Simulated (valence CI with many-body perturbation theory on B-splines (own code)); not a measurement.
**Ho⁵²⁺: calculated level list**

Level of theory: relativistic CI+MBPT: five valence electrons over a frozen Dirac-Fock core [Ne], radial functions for each j: 11 s, 11 p, 10 d, 8 f, 5 g, 2 h, with the one-electron correlation potential Σ1 (screened to all orders), the two-electron term Σ2, the three-electron term Σ3, Breit, model QED; selected single and double excitations, second order for the rest, scaled by the run's own slope (own B-spline code, finite nucleus).

No measured spectrum was set against this ion. As an estimate, large intervals hold to a few tenths of a per cent, small ones and those within an open d or f shell to about a per cent. Among the levels kept, up to 3200 cm⁻¹ of a level comes from second order outside the variational space, and about a tenth of that is noise between levels of different J, which matters for small intervals.

Levels 136 to 166 of 166, with energies above the lowest level, (3s^2 3p1/2^2 3p3/2) J=3/2. "Leading %" is the weight of the configuration and term that name the level; weights of strongly mixed levels are sums over their largest components and can fall short. In the jj column 3d3/2^4 stands for four electrons in 3d with j = 3/2.

```csv
No.,Configuration,Term,J,E (× 10³ cm⁻¹),Leading %,g,Second component,Leading jj
136,3s²3p3d²,⁴G°,11/2,7341.3,51,1.178,46 % 3s²3p3d² ²H°,3s^2 3p3/2 3d3/2 3d5/2 (86 %)
137,3s²3p3d²,⁴F°,7/2,7349.2,28,1.199,16 % 3s²3p3d² ⁴D°,3s^2 3p3/2 3d3/2 3d5/2 (77 %)
138,3s3p²3d²,²D,3/2,7349.5,21,1.096,16 % 3s3p²3d² ⁴F,3s 3p1/2^2 3d5/2^2 (89 %)
139,3s²3p3d²,⁴D°,5/2,7397.5,45,1.283,16 % 3s²3p3d² ⁴P°,3s^2 3p3/2 3d3/2 3d5/2 (86 %)
140,3s²3p3d²,⁴D°,3/2,7399.3,33,1.176,22 % 3s²3p3d² ²D°,3s^2 3p3/2 3d3/2 3d5/2 (78 %)
141,3s²3p3d²,⁴P°,5/2,7403.5,29,1.239,15 % 3s²3p3d² ²F°,3s^2 3p3/2 3d3/2 3d5/2 (82 %)
142,3s²3p3d²,²F°,7/2,7408.3,32,1.141,31 % 3s²3p3d² ²G°,3s^2 3p3/2 3d3/2 3d5/2 (89 %)
143,3s²3p3d²,²S°,1/2,7426.6,32,1.736,20 % 3s²3p3d² ⁴P°,3s^2 3p3/2 3d3/2 3d5/2 (72 %)
144,3s3p²3d²,⁴P,1/2,7486.0,43,2.028,20 % 3s3p²3d² ²S,3s 3p1/2^2 3d5/2^2 (90 %)
145,3s²3p3d²,²G°,7/2,7540.7,37,1.128,18 % 3s²3p3d² ⁴D°,3s^2 3p3/2 3d3/2 3d5/2 (80 %)
146,3s²3p3d²,²D°,5/2,7583.9,33,1.147,11 % 3s²3p3d² ²F°,3s^2 3p3/2 3d3/2 3d5/2 (70 %)
147,3p⁴3d,⁴D,3/2,7602.0,20,1.017,12 % 3p⁴3d ²D,3p1/2^2 3p3/2^2 3d3/2 (54 %)
148,3s²3p3d²,²G°,9/2,7603.5,71,1.076,15 % 3s²3p3d² ²H°,3s^2 3p3/2 3d3/2 3d5/2 (89 %)
149,3s²3p3d²,²D°,3/2,7620.1,27,0.942,21 % 3s²3p3d² ²P°,3s^2 3p3/2 3d3/2 3d5/2 (81 %)
150,3s²3p3d²,⁴S°,3/2,7648.2,26,1.323,25 % 3s²3p3d² ²D°,3s^2 3p3/2 3d3/2 3d5/2 (78 %)
151,3s²3p3d²,²D°,5/2,7648.6,50,1.150,10 % 3s²3p3d² ⁴D°,3s^2 3p3/2 3d5/2^2 (45 %)
152,3s²3p3d²,²H°,11/2,7660.6,53,1.166,46 % 3s²3p3d² ⁴G°,3s^2 3p3/2 3d5/2^2 (86 %)
153,3s²3p3d²,²P°,1/2,7682.9,71,0.693,9 % 3s²3p3d² ⁴D°,3s^2 3p3/2 3d3/2 3d5/2 (78 %)
154,3p⁴3d,⁴D,5/2,7700.1,22,1.108,9 % 3s3p²3d² ⁶G,3p1/2^2 3p3/2^2 3d3/2 (48 %)
155,3s3p²3d²,⁶F,1/2,7708.4,32,0.534,19 % 3s3p²3d² ⁴D,3s 3p1/2 3p3/2 3d3/2^2 (62 %)
156,3s²3p3d²,²F°,5/2,7708.5,54,1.048,19 % 3s²3p3d² ²D°,3s^2 3p3/2 3d3/2 3d5/2 (52 %)
157,3s²3p3d²,²F°,7/2,7718.4,48,1.215,32 % 3s²3p3d² ⁴D°,3s^2 3p3/2 3d5/2^2 (90 %)
158,3s²3p3d²,⁴F°,9/2,7759.4,46,1.207,43 % 3s²3p3d² ²G°,3s^2 3p3/2 3d5/2^2 (91 %)
159,3p⁴3d,²F,7/2,7768.6,25,1.081,24 % 3p⁴3d ²G,3p1/2^2 3p3/2^2 3d3/2 (78 %)
160,3s3p²3d²,⁶F,3/2,7793.8,30,0.885,16 % 3s3p²3d² ⁶G,3s 3p1/2 3p3/2 3d3/2^2 (67 %)
161,3s3p²3d²,⁶F,1/2,7802.5,32,0.662,23 % 3p⁴3d ⁴P,3p1/2^2 3p3/2^2 3d3/2 (46 %)
162,3s3p²3d²,⁶G,5/2,7818.3,22,1.074,13 % 3p⁴3d ⁴D,3s 3p1/2 3p3/2 3d3/2^2 (56 %)
163,3s3p²3d²,⁶G,7/2,7838.1,29,1.090,23 % 3s3p²3d² ⁴G,3s 3p1/2 3p3/2 3d3/2^2 (86 %)
164,3s²3p3d²,²P°,1/2,7865.9,70,0.858,15 % 3s²3p3d² ²S°,3s^2 3p3/2 3d5/2^2 (79 %)
165,3p⁴3d,²D,3/2,7888.9,42,0.891,15 % 3p⁴3d ⁴F,3p1/2^2 3p3/2^2 3d3/2 (75 %)
166,3s3p²3d²,²G,9/2,7924.7,20,1.150,16 % 3s3p²3d² ⁴H,3s 3p1/2 3p3/2 3d3/2^2 (86 %)
```

Where two levels of one J and parity lie close, their mixing, g and order are uncertain.
